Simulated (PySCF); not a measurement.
All values below come from PBE0-D3(BJ)/def2-TZVP (PySCF). Isolated molecules, 0 K electronic values unless said otherwise. 

Reference species (SMILES): `N[C][SiH3]` (lower singlet) (neutral, multiplicity 1).

The dipole moment comes out as 3.10 D.

Changed species: `[CH]N` (lower singlet) (X = H, multiplicity 1; the reference has X = silyl, multiplicity 1).

Question: What does the change do to the dipole moment?

Answer: the dipole moment increases by 0.47 D, to 3.57 D.
